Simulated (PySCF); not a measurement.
Species: 2,4,6-trifluorophenol, C6H3F3O.
Geometry (PBE0-D3(BJ)/def2-SVP, Å), atoms numbered from 1 in this order:
```xyz
13
C6H3F3O angstrom
O      2.269    1.035    0.210
C      1.045    0.497    0.074
C      0.585   -0.541    0.886
F      1.439   -0.980    1.820
C     -0.673   -1.108    0.762
C     -1.507   -0.606   -0.229
F     -2.722   -1.126   -0.378
C     -1.106    0.426   -1.070
C      0.164    0.963   -0.908
F      0.570    1.946   -1.699
H      2.714    0.589    0.942
H     -0.990   -1.917    1.420
H     -1.769    0.810   -1.845
```

Method: PBE0-D3(BJ)/def2-SVP geometry optimisation, gas phase in PySCF.

Take the most abundant isotopes and a rigid rotor. The values belong to one conformer with, in the numbering `[OH:1][c:2]1[c:3]([F:4])[cH:5][c:6]([F:7])[cH:8][c:9]1[F:10]`, H–O1–C2–C3 -1°.

Question: What are A, B and C (MHz)?

Answer: Ia = 285.66, Ib = 401.85, Ic = 687.51 u·Å²; 505379 MHz·u·Å²/I gives A = 1769, B = 1258, C = 735.1 MHz.

Question: Classify the top.

Answer: An asymmetric top; Ray's κ = 0.011.

Question: Is it planar, by Δ = Ic − Ia − Ib?

Answer: Planar: Δ = Ic − Ia − Ib = 0.00 u·Å². For a rigid frame Δ = −2 Σ m c², so it vanishes when all atoms lie in the ab plane; here none is more than 0.01 Å from it.

Question: List the rotational levels J(Ka,Kc) to J = 2 (MHz).

Answer: Above 0(0,0):
J = 1: 1(0,1) 1993, 1(1,1) 2504, 1(1,0) 3027
J = 2: 2(0,2) 5733, 2(1,2) 5967, 2(1,1) 7535, 2(2,1) 9069, 2(2,0) 9315
The levels of one J sum to (2J + 1)J(J + 1)(A + B + C)/3.

Question: Predict some low-J microwave lines.

Answer: The dipole components are |μa| = 0.22 D, |μb| = 1.34 D, |μc| = 0.00 D; the mirror of this Cs structure is the ab plane, so μc vanishes by symmetry (the 0.02 D computed is a residue) and there are no c-type lines. Intensities carry the squares of the components, which stand as 0.03 : 1.00 (a : b). Some lines, for components of 0.1 D or more:

| type | branch | J(Ka,Kc) | MHz | lower level (cm⁻¹) |
| --- | --- | --- | --- | --- |
| b | Q | 2(2,0) ← 2(1,1) | 1780 | 0.251 |
| b | R | 1(1,1) ← 0(0,0) | 2504 | 0.000 |
| b | Q | 2(2,1) ← 2(1,2) | 3102 | 0.199 |
| b | Q | 3(3,1) ← 3(2,2) | 3994 | 0.502 |
| b | Q | 3(2,2) ← 3(1,3) | 4016 | 0.368 |
| b | R | 3(1,2) ← 2(2,1) | 5015 | 0.303 |
| a | R | 3(2,2) ← 2(2,1) | 5978 | 0.303 |
| b | R | 4(0,4) ← 3(1,3) | 6571 | 0.368 |
| b | R | 4(1,4) ← 3(0,3) | 6667 | 0.365 |
| a | R | 3(2,1) ← 2(2,0) | 6734 | 0.311 |
| a | R | 4(2,3) ← 3(2,2) | 7769 | 0.502 |
| b | R | 4(2,3) ← 3(1,2) | 8732 | 0.470 |
| b | R | 3(3,1) ← 2(2,0) | 9727 | 0.311 |
| b | R | 3(3,0) ← 2(2,1) | 10054 | 0.303 |
| b | R | 4(3,1) ← 3(2,2) | 12786 | 0.502 |

Question: Estimate the classical rotational partition function at 10 K, 25 K and 200 K.

Answer: Point group Cs, symmetry number σ = 1; q = (√π/σ)·√((kT/h)³/(ABC)), k/h = 20836.6 MHz/K: 4170 at 10 K, 16500 at 25 K, 373000 at 200 K.

Whether it is a minimum is left open (no frequencies). Zero-point vibration and centrifugal distortion are left out.

The run took about 2.6 min of CPU time (one thread, shared machine). That covers the optimisation of the geometry.
